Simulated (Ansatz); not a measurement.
Species: ScBr$_{2}$, charge 1, multiplicity 1. The spin state was set by rule; other spins were not relaxed. 
Structure (B3LYP-D3(BJ)/def2-TZVP (Ansatz, an electronic-structure program) minimum search):
```xyz
3

Sc     0.9094     0.2755     0.2100
Br    -0.4510     1.4499    -1.3018
Br    -0.0946    -1.6152     1.1758
```
Charge +1, spin multiplicity 1.

Question: Give the harmonic wavenumbers at B3LYP-D3(BJ)/def2-TZVP (Ansatz, finite differences of forces, unscaled).

Answer: 73, 346, 418 cm⁻¹. Zero-point energy 1.2 kcal/mol.

Question: From these and the geometry, give the ideal-gas thermochemistry at 298.15 K and 1 atm (rigid rotor, harmonic oscillator).

Answer: Point group C2v, rotational symmetry number 2. Rotational constants 9.001, 0.8078, 0.7412 GHz. S(trans) 41.85, S(rot) 27.10, S(vib) 6.16, S(elec, spin only) 0.00, S 75.1 cal/(mol K). H(298) - H(0) 3.28 kcal/mol; G - E(el) -17.9 kcal/mol.
